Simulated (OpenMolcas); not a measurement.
# A ladder of methods for GeN2H4 (SMILES [NH2][Ge][NH2])

GeN2H4 has 7 atoms, charge 0, and is taken as a singlet. SMILES: `[NH2][Ge][NH2]`. The coordinates come from a PBE0-D4/def2-TZVP relaxation. This is one conformer, not always the lowest.

```xyz
7

N    -1.1797    0.0921   -0.6839
Ge   -0.0697   -1.2376   -0.1025
N     1.1947   -0.1650    0.6650
H    -2.0299   -0.1240   -1.1764
H    -1.0478    1.0847   -0.5666
H     1.1916    0.8425    0.7022
H     2.0020   -0.5607    1.1165
```

Quantity: the energy change with the N3–H6 bond stretched from 1.008 to 1.512 Å, in eV. The values are calculated.

```csv
level,kind,program,value (eV),CPU time (all runs)
HF/def2-SVPD (unrestricted),Hartree–Fock,OpenMolcas,2.71,32 s
PBE/def2-SVPD (restricted),GGA,OpenMolcas,2.05,59 s
revPBE/def2-SVPD (restricted),GGA,OpenMolcas,2.03,59 s
M06-L/def2-SVPD (restricted),meta-GGA,OpenMolcas,2.25,78 s
TPSS/def2-SVPD (restricted),meta-GGA,OpenMolcas,2.07,80 s
r2SCAN/def2-SVPD (restricted),meta-GGA,OpenMolcas,2.20,75 s
B3LYP/def2-SVPD (restricted),global hybrid,OpenMolcas,2.21,56 s
B2PLYP/def2-SVPD (restricted),double hybrid,OpenMolcas,2.24,47 s
```

All-electron rows without a relativistic Hamiltonian named are non-relativistic. The first shape isn't each level's own minimum. The values span 2.03 to 2.71 eV. CPU times are rough (shared hosts, several kinds of processor): they show what a rung costs within a factor of a few.
